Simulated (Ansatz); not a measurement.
`F[SiH2]OBS`. Total charge 0; spin multiplicity 1.

Cartesian coordinates in Å:
```
F 0.9241 -1.6317 0.5280
Si -0.5916 -1.2812 0.1645
O -0.7309 0.2947 -0.2000
B -0.1124 1.4898 -0.3410
S 1.6432 1.7894 -0.0773
H -0.9640 -2.0758 -1.0215
H -1.4161 -1.5661 1.3543
H -0.7569 2.4424 -0.6662
H 2.0045 0.5385 0.2592
```

Give the diagnostics of a CCSD(T)/def2-TZVPP run (frozen core, Ansatz). (Estimate.)

The calculation gave: T1 = 0.0132, largest single amplitude 0.024, largest double 0.032, (T) share of the correlation energy 3.5 %, 9 CCSD cycles. The RHF solution is stable towards an unrestricted one. T1 lies under the customary mark of 0.02 for closed shells.
